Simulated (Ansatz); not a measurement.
`CB[SiH2]N` + `CC#CC` → `CBCC#CC` + `N[SiH3]`  (formal exchange of groups at a B–Si bond)

Isolated molecules relaxed with PBE0-D4/def2-TZVP in Ansatz; ΔE leaves out vibrations. CCSD(T)/CBS adds triple-zeta CCSD(T) − MP2 to the extrapolated MP2 energy (def2 sets, frozen cores). This one scheme is used for every species. Functionals use def2-TZVPP. B3LYP here is the variant with VWN-RPA as its local correlation; programs differ in this. One conformer a species, not always the lowest.

`CB[SiH2]N`:

```xyz
12

C     0.802   -1.876   -0.596
B     0.787   -0.432   -0.019
Si   -0.890    0.674    0.102
N    -0.535    2.312    0.516
H    -0.103   -2.205   -1.110
H     0.960   -2.545    0.264
H     1.671   -2.049   -1.239
H     1.820   -0.007    0.428
H    -1.801   -0.041    1.063
H    -1.637    0.681   -1.191
H    -1.272    2.993    0.600
H     0.198    2.495    1.183
```

`CC#CC`:

Cartesian coordinates in Å:
```
C 0.272 -1.915 -0.685
C 0.079 -0.561 -0.200
C -0.080 0.561 0.201
C -0.272 1.915 0.685
H 0.682 -2.559 0.098
H -0.673 -2.353 -1.017
H 0.965 -1.935 -1.530
H 0.451 2.600 0.235
H -1.274 2.281 0.444
H -0.151 1.966 1.770
```

`CBCC#CC`:

```xyz
15

C    -0.027   -2.041   -0.762
B    -0.857   -0.734   -0.952
C    -1.737   -0.132    0.210
C    -0.601    0.701    0.566
C     0.453    1.281    0.674
C     1.692    2.009    0.853
H    -0.602   -2.848   -1.240
H     0.121   -2.329    0.282
H     0.939   -2.023   -1.271
H    -0.859   -0.150   -1.999
H    -2.598    0.468   -0.087
H    -2.003   -0.818    1.017
H     1.888    2.665    0.001
H     1.653    2.628    1.753
H     2.538    1.324    0.954
```

`N[SiH3]`:

Z-matrix (Å, degrees):
```
Si
N 1 1.720
H 1 1.486 2 107.9
H 1 1.494 2 116.0 3 -120.3
H 1 1.486 2 107.9 3 119.4
H 2 1.007 1 119.6 3 -168.6
H 2 1.007 1 119.6 3 49.2
```

| level | ΔE (kJ/mol) |
| --- | --- |
| B3LYP-D4 | -27.1 |
| HF/def2-TZVPP | -18.4 |
| MP2/def2-TZVPP | -41.7 |
| HF/def2-QZVPP | -19.0 |

Q: What does CCSD(T)/CBS give? (Estimate.)

A: Computed: -29.5 kJ/mol. The listed levels differ from it by 2.4, 11.1, -12.2, 10.5 kJ/mol.

Largest T1 diagnostic among the species: 0.011.

The D4 term adds −3.6 kJ/mol with B3LYP and −2.1 kJ/mol with PBE0; it sums over pairs of atoms, weighted by their polarisabilities, and B3LYP, whose exchange is more repulsive, gets the larger term. In def2-TZVPP, CCSD(T) changes the Hartree–Fock value by −12.5 kJ/mol (the triples alone add −3.6 kJ/mol) and MP2 by −23.3 kJ/mol.
